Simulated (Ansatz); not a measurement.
`BC(C)(F)[SiH3]` + CH₃SH → `CS[SiH3]` + `BC(C)F` at 298.15 K and 1 bar (ligand exchange at the Si–C bond).

Program: Ansatz. Geometries: PBE0-D4/def2-TZVP. ΔE: electronic, gas phase. CCSD(T)/CBS is the MP2 limit (def2-TZVPP, def2-QZVPP) plus CCSD(T) − MP2 in def2-TZVPP, frozen cores. This one scheme is used for every species.

```
         species  CCSD(T)/CBS energy (Eh)  H − E (kJ/mol)  S (J/(mol·K))
`BC(C)(F)[SiH3]`               -494.54641           265.6          346.8
           CH₃SH               -438.22835           133.0          253.2
      `CS[SiH3]`               -728.52947           184.9          312.0
        `BC(C)F`               -204.26990           220.5          299.5
```

H − E and S are ideal-gas, rigid-rotor, harmonic terms from PBE0-D4/def2-TZVP, for one conformer and one mirror image of each species. 1 Eh = 2625.50 kJ/mol, R = 8.31446 J/(mol·K).

By hand: ΔE, ΔH, ΔS and ΔG.

ΔE = (-728.52947) + (-204.26990) − (-494.54641) − (-438.22835) = -0.02461 Eh = -64.6 kJ/mol. Δ(H − E) = 184.9 + 220.5 − 265.6 − 133.0 = 6.8, so ΔH = -57.8 kJ/mol. ΔS = 312.0 + 299.5 − 346.8 − 253.2 = 11.5 J/(mol·K). ΔG = -57.8 − 298.15 × (11.5)/1000 = -61.2 kJ/mol.

By hand: the equilibrium constant, and the temperature at which ΔG would vanish if ΔH and ΔS stayed fixed.

log₁₀ K = −ΔG/(RT ln 10) = 10.7. ΔH and −TΔS have one sign here, so there is no such temperature.

The number of gas molecules stays the same, so ΔS is small and ΔH decides. A doubt of 5 kJ/mol in ΔE shifts log₁₀ K by 0.9 here. Other conformers and mirror images would add mixing entropy, several J/(mol·K) or more a flexible species. These are equilibria of isolated gas molecules and say nothing of rates. Largest T1 diagnostic: 0.013 (customary marks: 0.02 for closed shells, 0.045 for open ones).

ΔS is within the doubt of such terms, so its sign, and with it that verdict, could turn.
